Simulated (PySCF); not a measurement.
**Polarisability and C₆ of Se (selenium, neutral)**

[Ar] 3d10 4s2 4p4, high-spin 3P determinant. All numbers are calculated (PySCF 2.14, a scalar-relativistic core potential, in aug-cc-pVTZ-PP with ECP10MDF (6s5p4d2f, 55 functions)). Coupled (time-dependent) response in atomic units; α is the mean over directions.

```
 method  mean α (bohr³)         α xx, yy, zz  C₆ (like pair)  S(−4)
    UHF           25.00  23.36, 28.29, 23.36           206.1  160.1
    PBE           27.78  25.55, 32.24, 25.55           233.6  222.7
   PBE0           26.48  24.52, 30.41, 24.52           220.5  191.7
   BP86           28.01  25.76, 32.52, 25.76           235.8  227.8
wB97M-V           26.53  24.66, 30.28, 24.66           217.9  201.0
```

S(−4) is the Cauchy moment in α(ω) = α(0) + S(−4) ω² + …

Reference α: 28.9 ± 1 bohr³ (recommended; Schwerdtfeger and Nagle, table of static dipole polarizabilities (2023 update)). Published C₆: 210.0 (Chu and Dalgarno (2004); Tang, Norbeck and Certain (1976)).

Spin-orbit coupling is absent.

α(iu) at PBE0:

```
u (hartree)  α(iu) (bohr³)
          0          26.48
     0.0500          26.01
      0.100          24.74
      0.200          20.95
      0.300          17.01
      0.500          11.05
      0.750          6.832
       1.00          4.556
       1.50          2.414
       2.00          1.495
       3.00         0.7441
       5.00         0.3005
```

A single London oscillator, α(iu) = α/(1 + u²/ω²), gives C₆ = (3/4) ω α². Matching the computed C₆ needs ω = 4 × 220.5 / (3 × 26.48²) = 0.419 hartree.

The components differ because the open shell of this determinant is not spherical; for a pure term their mean is the scalar polarisability.

Energies and moments cover only the electrons outside the core potential.
